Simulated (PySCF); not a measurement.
C5H9Cl, SMILES CCC/C=C\Cl.

Geometry optimised at PBE-D3(BJ)/def2-SVP. The values are those of a single conformer.

The numbers are results of PBE/def2-TZVP (PySCF), not measurements.

The molecule is in vacuum.

Computed frontier levels, gap, dipole moment and polarisability:
```json
{
  "highest_occupied_level": "-5.97 eV",
  "lowest_empty_level": "-1.04 eV",
  "orbital_gap": "4.93 eV",
  "dipole_moment": "1.52 D",
  "quadrupole, principal values (traceless, Buckingham form, about the centre of nuclear charge)": "-2.87, -1.19, 4.07 D·Å",
  "mean_static_polarisability": "77.5 bohr³ (11.48 Å³)",
  "polarisability_principal_values": "58.7, 74.2, 99.6 bohr³"
}
```
